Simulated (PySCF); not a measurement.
M06-2X on As⁻ (arsenic, charge -1), [Ar] 3d10 4s2 4p4, high-spin 3P determinant. All numbers are calculated (PySCF 2.14, the non-relativistic Hamiltonian (point nucleus), in dyall-av2z).

```
cycle= 1 E= -2235.90473778989  delta_E= -0.0279  |g|= 0.123  |ddm|= 0.141
cycle= 2 E= -2235.90490759974  delta_E= -0.00017  |g|= 0.0438  |ddm|= 0.0235
cycle= 3 E= -2235.90498943802  delta_E= -8.18e-05  |g|= 0.0243  |ddm|= 0.0113
cycle= 4 E= -2235.90503488187  delta_E= -4.54e-05  |g|= 0.00191  |ddm|= 0.00645
cycle= 5 E= -2235.90503717754  delta_E= -2.3e-06  |g|= 0.000612  |ddm|= 0.00316
cycle= 6 E= -2235.90503795908  delta_E= -7.82e-07  |g|= 0.000212  |ddm|= 0.00223
cycle= 7 E= -2235.9050380597  delta_E= -1.01e-07  |g|= 2.07e-05  |ddm|= 0.00101
cycle= 8 E= -2235.90503806081  delta_E= -1.11e-09  |g|= 2.01e-06  |ddm|= 0.00011
cycle= 9 E= -2235.90503806082  delta_E= -5.46e-12  |g|= 3.34e-07  |ddm|= 6.75e-06
converged SCF energy = -2235.90503806082  <S^2> = 2.016343  2S+1 = 3.0108756
```

Highest occupied orbital energy: 0.236 eV; ⟨L²⟩ = 2.02; populations by l: s 8.00, p 16.00, d 10.00.

Task: Can this result be used?

Result: With care. Self-consistency was reached. At M06-2X the highest occupied level has a positive energy, so only the finite basis holds that electron; in a semilocal or global hybrid functional this comes from self-interaction and does not mean that the real anion is unbound.
